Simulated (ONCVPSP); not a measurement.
# Pb (Z = 82), ONCV: configuration errors across variants

```
Element                 : lead
Generator               : ONCVPSP 4.0.1
Type                    : optimised norm-conserving Vanderbilt (ONCV)
Functional              : PBE
Relativity              : fully relativistic
Frozen core             : [Xe] 4f14 5d10
Valence charge          : 4
Reference configuration : 6s2 6p2
Partial waves           : 6s: rc 1.85 bohr, ncon 4, nbas 7, qcut 3 1/bohr, 2 projectors, debl 2.1 Ha; 6p: rc 2.35 bohr, ncon 4, nbas 9, qcut 3.9 1/bohr, 3 projectors, debl 0.5 Ha
Local potential         : polynomial inside 1.65 bohr (lpopt 5, dvloc0 4 Ha)
Core correction         : Teter function fitted to the true core (icmod 2), fcfact 0.7
```

Open shells are filled in proportion to 2j + 1.

All-electron excitation energies from the reference (eV): (1) 6s2 6p1 6.698; (2) 6s2 6p0 20.304; (3) 6s1 6p0 52.711; (4) 6s2 6p1.5 2.549.

4 further variants failed, have other tests or too few solved ones, and are left out.

A true bound ghost makes a file unfit for plane-wave use even where its test errors are small: the radial tests pick states by their node count and pass the ghost by.

Errors AE − PS in meV (a dash: test not solved or not reliable):

```csv
change,(1),(2),(3),(4),bound ghosts,GHOST(+) flags above zero
base,-8.1,-92,-550,-0.7,"p3/2, p1/2","s, p3/2, p1/2"
"local potential polynomial inside 1.20 bohr (lpopt 5, dvloc0 -1 Ha)",-8.1,-93,-550,-0.7,"s, p3/2, p1/2","s, p3/2, p1/2"
p: rc 2.58,-8.2,-94,-552,-0.8,p3/2,"s, p1/2"
```

**Question.** Give the same row for: p: ncon 3, nbas 8.

**Answer.** -7.9, -92, -550, -0.6; bound ghosts: p3/2; GHOST(+) flags above zero: s, p3/2, p1/2.
